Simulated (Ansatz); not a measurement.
CH₇BGaN (`C[B](N)[GaH2]`). Charge 0, multiplicity 1. All single points use the PBE0-D4/def2-TZVP geometry. It is one conformer, not always the lowest.

```xyz
11

C    -1.528    0.213    0.213
B     0.026   -0.020    0.193
N     0.715   -0.219    1.388
Ga    1.198   -0.055   -1.571
H    -2.041   -0.541   -0.395
H    -1.970    0.195    1.216
H    -1.781    1.173   -0.249
H     0.259   -0.222    2.289
H     1.707   -0.373    1.442
H     0.650    0.160   -3.039
H     2.765   -0.312   -1.488
```

Problem. What is the dipole moment at B3LYP/def2-TZVPP? (Estimate.)

Solution. Computed: 2.55 D, with components (-0.33, -0.15, 2.52) D in this frame, pointing from negative to positive charge.

Problem. And with PBE, r2SCAN, ωB97M-V? (Best estimate.)

Solution. Ansatz gave: PBE 2.62 D, r2SCAN 2.60 D, ωB97M-V 2.51 D.

Problem. Give the Mulliken charges with B3LYP, ωB97M-V, PBE in def2-TZVPP. (Best estimate.)

Solution. The calculation gave: 
```csv
atom,B3LYP,ωB97M-V,PBE
C1,-0.30,-0.34,-0.32
B2,0.16,0.10,0.12
N3,-0.24,-0.20,-0.23
Ga4,-0.01,0.00,-0.05
H5,0.10,0.11,0.10
H6,0.06,0.08,0.07
H7,0.10,0.11,0.10
H8,0.14,0.12,0.15
H9,0.17,0.14,0.18
H10,-0.08,-0.05,-0.06
H11,-0.09,-0.06,-0.07
```

B3LYP here is the variant with VWN-RPA as its local correlation; programs differ in this.
